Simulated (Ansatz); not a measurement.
Consider the formal hydrolysis of the Al–Ga bond: `[SiH3][O][Al]([Cl])[GaH2]` + H₂O → `[OH][Al]([Cl])[O][SiH3]` + `[GaH3]`.

Program: Ansatz. Geometries: PBE0-D4/def2-TZVP. ΔE: electronic, gas phase. CBS: MP2 limit from def2 TZ/QZ plus the TZ coupled-cluster correction, frozen cores. This one scheme is used for every species. Functionals use def2-TZVPP. HSE06 is defined as in plane-wave codes. For Ga outer-core shells are correlated without core-valence functions, which leaves a few kJ/mol of doubt a bond. Scalar relativity is left out up to krypton. Each species was taken in one conformer, which may not be the lowest.

`[SiH3][O][Al]([Cl])[GaH2]`:

Z-matrix (Å, degrees):
```
Si
O 1 1.630
H 1 1.486 2 109.3
H 1 1.487 2 110.3 3 -119.7
H 1 1.487 2 110.4 3 119.8
Al 2 1.681 1 160.9 3 -176.2
Ga 6 2.498 2 122.0 1 179.9
Cl 6 2.107 2 117.2 1 -0.1
H 7 1.573 6 121.5 2 -90.5
H 7 1.573 6 121.4 2 89.8
```

H₂O:

Cartesian coordinates in Å:
```
O 0.190 -0.329 -0.086
H 0.473 0.371 0.506
H -0.663 -0.042 -0.420
```

`[OH][Al]([Cl])[O][SiH3]`:

```xyz
9

O    -1.865    1.236    1.722
Al   -0.463    1.196    0.797
Cl    0.715    2.905    0.757
O    -0.008   -0.158   -0.071
Si    0.829   -1.177   -1.027
H    -2.459    0.490    1.793
H     0.396   -2.572   -0.754
H     0.569   -0.859   -2.456
H     2.286   -1.061   -0.760
```

`[GaH3]`:

Z-matrix (Å, degrees):
```
Ga
H 1 1.568
H 1 1.568 2 120.0
H 1 1.568 2 120.0 3 -179.9
```

CCSD(T)/CBS gives -0.98 eV.

Q: Another level gave -1.05 eV. Which?
A. r2SCAN0-D4/def2-TZVPP
B. SCS-MP2/def2-TZVPP
C. HSE06/def2-TZVPP
D. PBE/def2-TZVPP

A: A. r2SCAN0-D4 -1.05, PBE -0.84, SCS-MP2/def2-TZVPP -1.12, HSE06 -0.89 eV.

Largest T1 diagnostic among the species: 0.013.

In def2-TZVPP, CCSD(T) changes the Hartree–Fock value by +0.18 eV (the triples alone add +0.02 eV) and MP2 by +0.10 eV. From PBE to PBE0 (25 % exact exchange), in def2-TZVPP and without D4, ΔE moves by −0.06 eV.
